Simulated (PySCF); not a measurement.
C5H5BS.
Cartesian coordinates in Å at the PBE0-D3(BJ)/def2-SVP level; atoms count from 1:
```
atom  x, y, z in Å
C1     2.989   -1.693    0.296
C2     1.927   -1.108    0.182
B3     0.597   -0.381    0.039
C4     0.513    1.124   -0.175
C5     0.417    2.327   -0.346
S6    -0.881   -1.379    0.139
C7    -2.237   -0.194   -0.072
H8     3.926   -2.212    0.396
H9     0.349    3.389   -0.497
H10   -3.173   -0.766   -0.018
H11   -2.167    0.305   -1.047
H12   -2.220    0.560    0.725
```

The calculation used PBE0-D3(BJ)/def2-SVP geometry optimisation, gas phase in PySCF 2.14.0.

Take the most abundant isotopes and a rigid rotor. The values belong to one conformer with, in the numbering `[CH:1]#[C:2][B:3]([C:4]#[CH:5])[S:6][CH3:7]`, C2–B3–S6–C7 180°.

What are A, B and C (MHz)?

Ia = 190.81, Ib = 288.58, Ic = 476.15 u·Å²; 505379 MHz·u·Å²/I gives A = 2649, B = 1751, C = 1061 MHz.

What kind of rotor is it?

An asymmetric top; Ray's κ = -0.131.

What does the inertial defect say?

Not planar: Δ = Ic − Ia − Ib = -3.23 u·Å². For a rigid frame Δ = −2 Σ m c², so Σ m c² = 1.62 u·Å² lies off the ab plane, practically all of it from hydrogen. The atom farthest from that plane is 0.90 Å away.

Give the other two planar moments, Paa and Pbb, and the rms extents of the mass along the axes.

Paa = Σ m a² = (Ib + Ic − Ia)/2 = 286.96 and Pbb = Σ m b² = (Ia + Ic − Ib)/2 = 189.19 u·Å². With the mass M = 108.02 u, the rms extents √(P/M) along a, b and c are 1.63, 1.32, 0.12 Å.

Which lines would a microwave search look for?

The dipole components are |μa| = 1.27 D, |μb| = 0.94 D, |μc| = 0.00 D; the mirror of this Cs structure is the ab plane, so μc vanishes by symmetry and there are no c-type lines. The squared components, which scale the intensities, stand as 1.00 : 0.55 (a : b). Some of the stronger lines:

| type | branch | J(Ka,Kc) | MHz | lower level (cm⁻¹) |
| --- | --- | --- | --- | --- |
| a | Q | 1(1,0) ← 1(1,1) | 690 | 0.124 |
| b | Q | 2(1,1) ← 2(0,2) | 2550 | 0.272 |
| b | Q | 3(2,1) ← 3(1,2) | 3042 | 0.666 |
| b | R | 1(1,1) ← 0(0,0) | 3710 | 0.000 |
| a | Q | 3(1,2) ← 3(1,3) | 4066 | 0.530 |
| b | R | 2(0,2) ← 1(1,1) | 4456 | 0.124 |
| b | Q | 2(2,1) ← 2(1,2) | 4762 | 0.288 |
| a | R | 2(1,2) ← 1(1,1) | 4935 | 0.124 |
| b | Q | 3(3,0) ← 3(2,1) | 5268 | 0.768 |
| b | R | 2(1,2) ← 1(0,1) | 5833 | 0.094 |
| b | Q | 3(3,1) ← 3(2,2) | 6358 | 0.729 |
| b | R | 3(1,2) ← 2(2,1) | 6560 | 0.447 |
| b | R | 3(0,3) ← 2(1,2) | 7066 | 0.288 |
| b | R | 2(2,1) ← 1(1,0) | 9007 | 0.147 |
| a | R | 3(2,1) ← 2(2,0) | 9330 | 0.456 |
| b | R | 3(2,1) ← 2(1,2) | 14364 | 0.288 |

No PBE0-D3(BJ)/def2-SVP frequencies stand behind this structure, so it isn't proved a minimum. These are rigid-rotor constants of the computed structure; measured ground-state constants (B0) also hold zero-point vibration. A rigid rotor knows nothing of internal rotation, which can split or shift real lines. Quadrupole hyperfine structure (11B) is left out.

The run took 69 s wall on an Arm Neoverse N1 with one thread, on a shared host, and the process peaked at 0.52 GiB of memory. These figures are those of the optimisation.
